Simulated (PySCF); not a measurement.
SMILES c1cc(c[c]([GeH3])c1)C(F)(F)F (C7H7F3Ge), GFN2-xTB optimised geometry. Atoms within 1.6 Å of the plane z = 0.0 Å (x, y, z in Å): F1 (3.11, 0.19, -0.47), C2 (2.57, -0.94, 0.03), F3 (3.11, -1.95, -0.66), F4 (3.05, -1.05, 1.29), C5 (1.07, -0.94, 0.00), C6 (0.39, -2.15, 0.00), C7 (-0.99, -2.15, 0.00), C8 (-1.68, -0.95, 0.00), C9 (-1.01, 0.27, 0.00), Ge10 (-2.01, 1.95, -0.02), C11 (0.38, 0.26, 0.00), H12 (0.95, -3.08, 0.00), H13 (-1.52, -3.09, 0.00), H14 (-2.76, -0.96, 0.00), H15 (-1.10, 3.09, 0.29), H16 (-3.11, 1.89, 0.99), H17 (-2.64, 2.17, -1.35), H18 (0.92, 1.20, 0.00).

Method: CAM-B3LYP/def2-SVP (PySCF 2.14.0). Cells within 0.4 Å of a nucleus heavier than hydrogen are left out (blank, or x).

Map of the electron localisation function on the plane z = 0.0 Å:

```
|0000000000000000000000000000000|
|0000000000000000000000000000000|
|0000000000012100000000000000000|
|0000000000378861000000000000000|
|0000000001799997100000000000000|
|0000000003999999300000000000000|
|0000000124999999200000000000000|
|0000001222599997000000000000000|
|0000123212128981000100000000000|
|000014522xx23520048840000000000|
|000024523xx32200599960000000000|
|0000245314414301999930022100000|
|0000123321278634999900455320000|
|0000000124896575599701788741000|
|000000000154xx9xxx6201788862000|
|000000111267xx84x47201678752000|
|0000179986698554897565575320000|
|0000699998xx63016xx494x13000000|
|0000899998xx63015xx394xx3000000|
|0000699997589544897575464110000|
|000016763268x285x67311466531000|
|000000000143xx9xxx5200478741000|
|0000000005994486399700477531000|
|0000000049999634999920244310000|
|0000000189999502999960001000000|
|0000000189999300899980000000000|
|0000000059998100499960000000000|
|0000000003762000046410000000000|
|0000000000000000000000000000000|
|0000000000000000000000000000000|
|0000000000000000000000000000000|
```
Scale: ten equal steps from 0.000 (start of '0') to 1.000 (end of '9'), in the order '0123456789'; x runs from -5.50 to 5.50, y from -5.50 (bottom) to 5.50 (top).
